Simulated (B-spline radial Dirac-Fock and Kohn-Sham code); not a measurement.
## The Lu-like isoelectronic sequence (71 electrons), Z = 71 to 79

Model: Dirac-Fock ΔSCF + Breit + QED. Program: a radial finite-basis atomic code. Binding energies in eV, tabulated ground configurations. Electron correlation is not included.

```tsv
ion	configuration	4p3/2	4d3/2	4d5/2	5p3/2	outermost level	NIST ionisation energy
Lu	[Xe] 4f14 5d1 6s2	371.3	215.5	205.7	34.16	4.36 (5d)	5.425871
Hf⁺	[Xe] 4f14 5d1 6s2	?	?	?	?	?	?
Ta²⁺	[Xe] 4f14 5d3	432.0	266.7	255.2	59.18	22.34 (5d)	23.1 ± 1.6
W³⁺	[Xe] 4f14 5d3	469.5	299.3	286.8	76.73	36.00 (5d)	38.2 ± 0.4
Re⁴⁺	[Xe] 4f14 5d3	509.6	334.4	321.0	96.00	51.45 (5d)	51.9 ± 1.9
Os⁵⁺	[Xe] 4f14 5d3	552.3	372.1	357.5	116.8	68.49 (5d)	70.1 ± 2
Ir⁶⁺	[Xe] 4f14 5d3	597.3	412.0	396.3	139.1	87.02 (5d)	89 ± 2
Pt⁷⁺	[Xe] 4f14 5d3	644.6	454.1	437.2	162.8	107.0 (5d)	109 ± 2.1
Au⁸⁺	[Xe] 4f14 5d3	694.0	498.4	480.2	187.9	128.3 (5d)	130.1 ± 2.2
```

Question: Fill in the row of Hf⁺.

Answer: 4p3/2 403.7, 4d3/2 243.2, 4d5/2 232.5, 5p3/2 48.36, outermost 13.35 (6s), NIST – eV.

NIST's values are for the lowest levels; a dash marks a value that is missing or belongs to another shell. Their kind here: measured, semi-empirical, theoretical. Where a p, d or f shell is open in either ion the computed value averages over both j values and all terms, while the table refers to the lowest levels; that difference holds spin-orbit splitting (largest in heavy or highly charged ions), term energies where several electrons share open shells, and correlation, and it can reach 10 % or more.
